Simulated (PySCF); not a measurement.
Stretching CaSi

Set-up: Ca def2-SVP, Si def2-SVP; no relativity (PySCF 2.14). Energies in eV from Ca + Si in their ground configurations at the same level. All curves are PBE0. state 1: Ms = 1 determinant of mixed spin (⟨S²⟩ near 2.5), unpaired electrons π ↑↑; state 2: Ms = 0 determinant of mixed spin (⟨S²⟩ near 1.3), unpaired electrons π ↑↓, a mixture of terms (⟨Lz²⟩ = 2.0), a second solution, started from another occupation; state 3: Ms = 1 determinant of mixed spin (⟨S²⟩ near 3.0), unpaired electrons σ ↑↑, π ↑↓, a mixture of terms (⟨Lz²⟩ = 2.0), a second solution, started from another occupation; state 4: ³Π (triplet), unpaired electrons σ ↑, π ↑, a second solution, started from another occupation.

| R (Å) | state 1 | state 2 | state 3 | state 4 |
| --- | --- | --- | --- | --- |
| 2.404 | -1.079 | -0.723 | -0.2030 | 0.5331 |
| 2.515 | -1.375 | -1.014 | -0.4808 | 0.0370 |
| 2.627 | -1.539 | -1.170 | -0.6323 | -0.2987 |
| 2.711 | -1.596 | -1.221 | -0.6838 | -0.4695 |
| 2.795 | -1.612 | -1.231 | -0.6950 | -0.5864 |
| 2.879 | -1.596 | -1.209 | -0.6749 | -0.6603 |
| 2.991 | -1.538 | -1.145 | -0.6122 | -0.7082 |
| 3.130 | -1.429 | -1.030 | -0.4943 | -0.7101 |
| 3.298 | -1.268 | -0.867 | -0.3186 | -0.6600 |
| 3.522 | -1.039 | -0.644 | -0.0581 | -0.5509 |

Put a parabola through the three lowest points of the state 1 curve and estimate Re, k and ωe (reduced mass 16.46 u; 1 eV/Å² = 0.16022 mdyn/Å; ωe = 1302.8·√(k/μ) cm⁻¹).

Through R = 2.711, 2.795, 2.879 Å the second-order coefficient is 2.27 eV/Å², so Re ≈ 2.795 Å, k ≈ 0.727 mdyn/Å and ωe ≈ 274 cm⁻¹. A polynomial fit of higher order to the unrounded PBE0 energies gives Re = 2.791 Å, k = 0.732 mdyn/Å, ωe = 275 cm⁻¹; anharmonicity and rounding make the difference.

The higher-order fit for each curve: state 1: Re = 2.791 Å, ωe = 275 cm⁻¹, De = 1.61 eV; state 2: Re = 2.775 Å, ωe = 281 cm⁻¹, minimum 1.23 eV below the ground-state fragments; state 3: Re = 2.780 Å, ωe = 277 cm⁻¹, minimum 0.70 eV below the ground-state fragments; state 4: Re = 3.063 Å, ωe = 209 cm⁻¹, minimum 0.72 eV below the ground-state fragments.

The state was picked by a PBE0 search and need not be the measured ground state.
